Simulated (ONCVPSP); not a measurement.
# Pseudopotentials across the periodic table

Generated with ld1.x 7.5 (TM, RRKJ, ultrasoft, PAW), atompaw 4.2 or ONCVPSP 4.0.1. The cutoff is in Ry: for ld1.x and atompaw files where the sum of valence levels is converged to 10 mRy in a Bessel basis, for ONCV files where the hardest occupied wave has 1 mHa per electron of residual kinetic energy. The error is the largest all-electron minus pseudo excitation energy over each file’s own four to seven test configurations (ionisations up to +4, promotions, holes and added fractions of an electron), all of which were solved. The labels leave out finer settings (local radius, basis sizes, second energies), which also bear on the numbers. Spin-polarised tests are not counted. The rows are a selection from randomly drawn settings: files with unsolved tests, undetermined cutoffs or missed reference levels are left out.

A true bound ghost makes a file unfit for plane-wave use even where its test errors are small: the radial tests pick states by their node count and pass the ghost by.

| element | potential | cutoff (Ry) | largest error (meV) | bound ghosts |
| --- | --- | --- | --- | --- |
| B | ONCV, PBE, non-relativistic, rc 1.45/3.30/3.40 (spd), local smoothed, core correction no, reference 2s1 2p2, qcut 5.5/4.9/3.2, projectors 3/2/2 | 21 | +566 | none |
| P | ONCV, BLYP, scalar-relativistic, rc 0.80/1.05/0.80 (spd), local smoothed, core correction yes, reference 2s2 2p6 3s2 3p3, qcut 11.7/13.1/12.9, projectors 2/2/2 | 145 | +1284 | none |
| Ni | ONCV, BLYP, scalar-relativistic, rc 1.90/2.40/0.80 (spd), local smoothed, core correction yes, reference 3d8 4s1.75, qcut 2.4/3/11.4, projectors 1/2/1 | 713 | -36 | s |
| Br | ONCV, PBE, scalar-relativistic, rc 0.75/0.90/1.15 (spd), local smoothed, core correction no, reference 3s2 3p6 3d10 4s2 4p5, qcut 16.1/17.1/11.4, projectors 2/2/2 | 206 | -11 | none |
| Cd | ONCV, PBE, scalar-relativistic, rc 1.65/0.90/1.75 (spd), local smoothed, core correction yes, reference 4s2 4p6 4d10 5s1, qcut 6.7/11/9.2, projectors 2/2/2 | 107 | -5.3 | s |
| Ta | ONCV, BLYP, scalar-relativistic, rc 1.60/1.95/3.00 (spd), local smoothed, core correction no, reference 5s2 5p6 5d3 6s1, qcut 5.9/5.6/5.6, projectors 2/2/1 | 77 | +22 | none |
| Os | ONCV, PBE, scalar-relativistic, rc 1.65/1.25/1.60/1.75 (spdf), local smoothed, core correction yes, reference 5s2 5p6 5d6 6s2, qcut 6.2/5.7/5.4/6.4, projectors 2/3/2/3 | 171 | -20 | s, p, f |
| Pb | ONCV, PBE, scalar-relativistic, rc 1.40/1.25/1.20 (spd), local smoothed, core correction yes, reference 5s2 5p6 5d10 6s2 6p2, qcut 10.5/11.7/7.6, projectors 2/2/2 | 96 | -22 | none |

Q: Fill in the row for Be: ONCV, PBE, scalar-relativistic, rc 0.75/0.70/0.60 (spd), local smoothed, core correction no, reference 1s2 2s1, qcut 16/13.9/16.3, projectors 3/1/3.

A: cutoff 184 Ry, largest error +1.5 meV, bound ghosts: none.
